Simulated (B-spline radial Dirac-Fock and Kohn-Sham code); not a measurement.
# Elastic electron scattering at 300 eV, S to Mo

The computed values come from a radial B-spline solver: relativistic (Dirac) partial waves in the static field of the Dirac-Fock atom with Furness-McCarthy exchange, without polarisation or absorption potentials. σ_tr1 and σ_tr2 weight the cross section with 1 − P₁ and 1 − P₂ of cos θ; "backward" is the share scattered beyond 90°.

```
 Z  element  σ (a₀²)  σ_tr1 (a₀²)  σ_tr2 (a₀²)  backward (%)  dσ/dΩ at 90° (a₀²/sr)
16        S     10.5         2.93         3.11            11                 0.0793
17       Cl     10.0         3.13         3.22            13                 0.0845
18       Ar     9.53         3.31         3.27            14                 0.0927
19        K     13.7         3.53         3.48            10                  0.105
20       Ca     16.4         3.77         3.71           9.1                  0.120
21       Sc     15.6         3.94         3.74            10                  0.136
22       Ti     14.8         4.08         3.71            11                  0.155
23        V     14.0         4.20         3.65            12                  0.173
24       Cr     11.5         4.23         3.42            15                  0.191
25       Mn     12.5         4.35         3.48            15                  0.208
26       Fe     11.8         4.38         3.39            16                  0.221
27       Co     11.2         4.39         3.31            17                  0.232
28       Ni     10.6         4.38         3.24            19                  0.240
29       Cu     8.83         4.25         3.04            23                  0.241
30       Zn     9.57         4.27         3.14            21                  0.244
31       Ga     11.1         4.33         3.31            19                  0.245
32       Ge     11.9         4.39         3.49            18                  0.246
33       As     12.3         4.46         3.67            18                  0.245
34       Se     12.4         4.53         3.85            18                  0.241
35       Br     12.3         4.60         4.00            18                  0.233
36       Kr     12.1         4.67         4.14            19                  0.220
37       Rb     17.2         4.83         4.43            14                  0.207
38       Sr     20.8         5.01         4.76            12                  0.192
40       Zr     20.2         5.26         5.17            13                  0.144
41       Nb     17.8         5.30         5.20            14                  0.110
42       Mo     17.1         5.37         5.29            15                 0.0797
```
